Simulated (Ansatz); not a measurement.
Sn₁₃OH₁₈. Charge 0, multiplicity 1. Geometry r2SCAN-D4/def2-SVP.

Cartesian coordinates in Å:
```
Sn 0.601 -1.304 3.102
Sn -2.602 3.136 -1.810
Sn -2.161 0.135 0.960
Sn 1.285 3.112 0.953
Sn 3.206 -1.534 0.197
Sn -0.487 -0.689 -1.462
Sn -0.961 -4.443 0.073
Sn -1.266 4.152 0.450
Sn 2.111 0.986 2.428
Sn 1.356 -3.347 1.309
Sn -1.212 1.263 -3.376
Sn -3.311 -2.882 -0.801
Sn 2.111 0.965 -0.825
O -3.236 -1.485 0.699
H -0.981 -0.645 2.578
H 0.377 -1.311 4.814
H -3.200 4.533 -2.622
H -3.985 2.357 -1.123
H 2.560 4.268 0.900
H 4.589 -1.469 1.236
H 3.813 -2.054 -1.338
H 0.538 -1.863 -2.231
H -1.298 -5.623 1.306
H -0.167 -5.404 -1.139
H -2.172 3.950 1.897
H -0.929 5.837 0.291
H 3.748 1.104 2.944
H 2.293 -4.408 2.312
H -2.331 0.802 -4.605
H 0.074 2.105 -4.151
H -2.107 -1.795 -1.864
H 3.743 1.551 -1.104
```

In the def2 sets Sn takes a core potential; there is no spin–orbit coupling. Single mean-field runs in def2-SVP, def2-TZVP are fitted with def2-universal-jkfit.

**Question.** Estimate the orbital energies around the gap (eV) in Ansatz with LDA (SPW92)/def2-TZVP, PBE-D4/def2-SVP, PBE-D4/def2-TZVP, BLYP-D4/def2-TZVP, r2SCAN-D4/def2-TZVP.

**Answer.** 
```
orbital  LDA (SPW92)/def2-TZVP  PBE-D4/def2-SVP  PBE-D4/def2-TZVP  BLYP-D4/def2-TZVP  r2SCAN-D4/def2-TZVP
 HOMO−9                  -6.98            -6.81             -6.86              -6.72                -7.12
 HOMO−8                  -6.95            -6.76             -6.82              -6.69                -7.10
 HOMO−7                  -6.77            -6.56             -6.66              -6.53                -6.92
 HOMO−6                  -6.67            -6.48             -6.54              -6.37                -6.79
 HOMO−5                  -6.41            -6.20             -6.26              -6.11                -6.50
 HOMO−4                  -6.32            -6.12             -6.18              -6.01                -6.42
 HOMO−3                  -6.08            -5.87             -5.93              -5.75                -6.15
 HOMO−2                  -5.72            -5.47             -5.56              -5.43                -5.75
 HOMO−1                  -5.52            -5.29             -5.37              -5.23                -5.56
   HOMO                  -5.19            -4.94             -5.02              -4.90                -5.18
   LUMO                  -3.49            -3.22             -3.29              -3.18                -3.26
 LUMO+1                  -3.45            -3.13             -3.21              -3.08                -3.14
 LUMO+2                  -3.27            -2.96             -3.05              -2.94                -2.96
 LUMO+3                  -2.96            -2.60             -2.74              -2.63                -2.63
 LUMO+4                  -2.75            -2.41             -2.52              -2.43                -2.41
 LUMO+5                  -2.69            -2.35             -2.46              -2.37                -2.32
```
